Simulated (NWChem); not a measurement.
C2H2BrCl; SMILES Cl/C=C\Br

```xyz
6

Cl     0.5602    -2.0950     0.0000
C     -0.9744    -1.3106     0.0000
C     -1.1651     0.0214     0.0000
Br     0.2104     1.3014     0.0000
H     -1.8381    -1.9936     0.0000
H     -2.1816     0.4405     0.0000
```
Atoms are numbered in this order, from 1.

Results from NWChem. Pople sets run with spherical d functions. Structure relaxed at the PBE-D3(BJ)/def2-SVP level. Vzz is the largest principal value of the second derivative of the potential at the nucleus (NWChem prints the opposite sign); η is the asymmetry. Non-relativistic.

```json
[
 {"level": "CAM-B3LYP/6-31G*", "Vzz Cl1 (a.u.)": "3.727", "η Cl1": "0.13", "Vzz Br4 (a.u.)": "7.162", "η Br4": "0.10", "relative time": "3"},
 {"level": "CAM-B3LYP/cc-pVTZ", "Vzz Cl1 (a.u.)": "3.719", "η Cl1": "0.14", "Vzz Br4 (a.u.)": "7.397", "η Br4": "0.12", "relative time": "50"},
 {"level": "PBE0/def2-SVP", "Vzz Cl1 (a.u.)": "3.566", "η Cl1": "0.14", "Vzz Br4 (a.u.)": "7.272", "η Br4": "0.12", "relative time": "1"},
 {"level": "PBE0/def2-TZVP", "Vzz Cl1 (a.u.)": "3.930", "η Cl1": "0.15", "Vzz Br4 (a.u.)": "7.344", "η Br4": "0.13", "relative time": "5"}
]
```

Relative times are rough (shared machine, one core).
